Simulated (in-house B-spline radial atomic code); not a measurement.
The numbers below are computed, except where a source is named.
## Light and heavy implants in InSb at 60 keV

The pair potential comes from two frozen, spherical free-atom densities (PBE, B-spline radial code, scalar-relativistic past argon): electrostatics plus the change in Thomas-Fermi kinetic and Dirac exchange energy where they overlap, the recipe behind the universal ZBL potential, which averages such potentials (from solid-state densities) over many pairs. It is written V = (Z1 Z2 e²/r) φ(r/a), with e² = 14.3996 eV·Å and a = 0.46850 Å/(Z1^0.23 + Z2^0.23); ZBL's fit is φ = 0.18175 e^(−3.1998x) + 0.50986 e^(−0.94229x) + 0.28022 e^(−0.4029x) + 0.02817 e^(−0.20162x). Where φ falls below 4e-4 it is continued as an exponential.

The target, InSb, is taken as amorphous, density 5.77 g/cm³ (NSM archive of the Ioffe Institute); nuclear stopping from classical scattering on these potentials, electronic stopping by Lindhard and Scharff, compounds by atom fraction, projected range from N (S_n + S_e) dR_p/dE = 1 − N S_n (M2/M1) R_p/(2E), which runs up to 8 % short of the full integral equation; no channelling. Lindhard and Scharff's S_e can be off by tens of per cent.

```tsv
ion	mass (u)	N S_n (eV/nm)	N S_e (eV/nm)	S_n = S_e at (keV)	path (nm)	projected range (nm)
B	10.81	35.3	130	7.9	514	166
F	19.0	121	172	35	269	89.7
P	30.97	315	213	110	149	55
S	32.06	345	221	120	139	51.9
In	114.82	1880	273	1800	42.6	24
Sn	118.71	1930	272	1900	41.8	23.8
```

(1) How do the nuclear share and the range change from the lightest ion to the heaviest?

(2) With a displacement energy of 15 eV taken for illustration, how many displacements per nanometre does Sn start at entry, by the rule 0.8 E_damage/(2 E_d)?

Results:

(1) The nuclear share goes from 21 % for B to 88 % for Sn, and the projected range from 166 to 23.8 nm, a factor of 7.0. S_e changes by a factor of 2.10, since the heavy ion is slower but has the larger Z1, while S_n grows 55-fold. The heavy ion also keeps its direction better: R_p is 0.57 of the path, against 0.32.

(2) Taking all nuclear loss as damage energy, an upper bound, 0.8 × 1930/(2 × 15) = 51.5 per nm.
